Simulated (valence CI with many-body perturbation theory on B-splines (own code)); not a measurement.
Questions on La²⁵⁺

Calculated by configuration interaction combined with many-body perturbation theory (CI+MBPT): four valence electrons over a frozen Dirac-Fock core [Ar] 3d10, radial functions for each j: 11 s, 11 p, 10 d, 8 f, 5 g, 2 h, with the one-electron correlation potential Σ1 (screened to all orders), the two-electron term Σ2, the three-electron term Σ3, Breit, model QED; selected single and double excitations, second order for the rest, scaled by the run's own slope (own B-spline code, finite nucleus).

No measured levels were compared; by estimate levels hold to about 250 cm⁻¹ or 0.2 % of their energy and the worst to 1 %, as in measured heavy ions of charge 2 to 7; those with d or f electrons hold less well. Among the levels kept, up to 500 cm⁻¹ of a level comes from second order outside the variational space, and about a tenth of that is noise between levels of different J, which matters for small intervals.

Levels are named by their leading jj configuration (3d3/2^4 stands for four electrons in 3d with j = 3/2), which in mixed levels can hold well under half, so a name can repeat and another be missing.

Rates and lifetimes use the calculated energies. Strong lines usually hold to 10 to 20 %, long lifetimes can be off by a factor of two.

Problem. What is the ground level?

Solution. (4s^2 4p1/2^2) J=0, composition 75 % 4s²4p² ³P + 24 % 4s²4p² ¹S.

Problem. Among levels below 2495200 cm⁻¹, which E1 lines absorb most strongly from the ground level?

Solution. to (4s^2 4p1/2 4d3/2) J=1 at 9.691 nm, f = 1.54; to (4s 4p1/2^2 4p3/2) J=1 at 14.58 nm, f = 0.413; to (4s 4p1/2 4p3/2^2) J=1 at 10.98 nm, f = 0.171.

Problem. How well does LS coupling describe the low levels?

Solution. Among the lowest 20 levels the leading LS term, summed over configurations, holds 67 % on average. For single configurations the figures are 64 % in LS and 87 % in jj coupling. Terms mix most in the J = 2 level at 1011700 cm⁻¹, where the leading one holds 42 %.

Problem. Where does the other parity begin?

Solution. At (4s 4p1/2^2 4p3/2) J=2, 606790 cm⁻¹.

Problem. Name the longest-lived excited levels whose lifetime is computed, and their main decay.

Solution. (4s^2 4p1/2 4p3/2) J=2 at 182490 cm⁻¹ lives 1.82 ms, mostly by E2 to (4s^2 4p1/2^2) J=0; (4s^2 4p3/2 4d5/2) J=4 at 1155500 cm⁻¹ lives 19.1 μs, mostly by M1 to (4s^2 4p1/2 4d5/2) J=3; (4s^2 4p1/2 4p3/2) J=1 at 160320 cm⁻¹ lives 17.8 μs, mostly by M1 to (4s^2 4p1/2^2) J=0.
